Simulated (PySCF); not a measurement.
# VF3, triplet: data card

All numbers come from PySCF, UPBE0, basis V def2-TZVP, F def2-TZVP (no relativity, density fitting).

The structure is a minimum.

```
Point group                                                                   : C2v
Bond lengths                                                                  : V–F 1.733 Å, V–F 1.747 Å (×2)
Bond angles                                                                   : F–V–F 111.0°, F–V–F 124.5° (×2)
Principal quadrupole moments (Buckingham, traceless) about the centre of mass : -4.77, -3.47, 8.24 D Å
Lowest empty level (α)                                                        : -3.59 eV
Dipole moment                                                                 : 0.73 D
Atomisation energy without zero-point energy                                  : 1643 kJ/mol
Enthalpy at 298.15 K above 0 K                                                : 15.88 kJ/mol
Entropy at 298.15 K and 1 bar (electronic part: spin only)                    : 315.9 J/(mol K)
Principal polarisabilities                                                    : 20.9, 29.8, 29.9 bohr³
Highest occupied level (α)                                                    : -8.13 eV
Heat capacity Cp at 298.15 K                                                  : 67.1 J/(mol K)
Rotational constants                                                          : 0.2139, 0.1793, 0.09753 cm⁻¹
Rotational symmetry number                                                    : 2
Zero-point energy                                                             : 15.5 kJ/mol
Spin squared ⟨S²⟩                                                             : 2.009
```

Harmonic modes (masses in u: V 50.944, F 18.998):
| symmetry | ω (cm⁻¹) | IR (km/mol) | μ (u) | type |
| --- | --- | --- | --- | --- |
| b2 | 108 | 42.3 | 22.01 | bend |
| b1 | 142 | 48.8 | 28.38 | bend |
| a1 | 193 | 9.6 | 20.63 | bend |
| a1 | 677 | 1.8 | 19.01 | stretch |
| b2 | 684 | 305 | 23.58 | stretch |
| a1 | 797 | 280 | 25.38 | stretch |

In C2v the vibrations span 2b2 + b1 + 3a1. Here b1 is antisymmetric to the molecular plane and b2 lies in it.

Charges (e):
```json
{"atom": "V1", "Mulliken": "1.46", "Löwdin": "0.70", "polar tensor": "2.25", "spin (Mulliken)": "2.04", "Mayer order to V1": "–"}
{"atom": "F2,3", "Mulliken": "-0.49", "Löwdin": "-0.24", "polar tensor": "-0.76", "spin (Mulliken)": "0.00", "Mayer order to V1": "0.87"}
{"atom": "F4", "Mulliken": "-0.48", "Löwdin": "-0.22", "polar tensor": "-0.74", "spin (Mulliken)": "-0.03", "Mayer order to V1": "0.91"}
```

Mulliken populations on V1: s 6.20, p 12.20, d 3.11, f 0.02.

Formally V is in oxidation state +3, d2, with 2 unpaired electrons (the high-spin count). The Mulliken spin on V is 2.04. The polar-tensor charge on V, 2.25, is below the formal one.

This need not be the most stable arrangement of these atoms. Other spin states or occupations of the open shell can lie lower.

The final relaxation and frequency run took 68 s on 4 threads of a shared Arm Neoverse V2 host, with 138 basis functions and 13 gradients; the process peaked at 1.6 GiB. Launch command: `OMP_NUM_THREADS=4 python axn.py task.json out`.
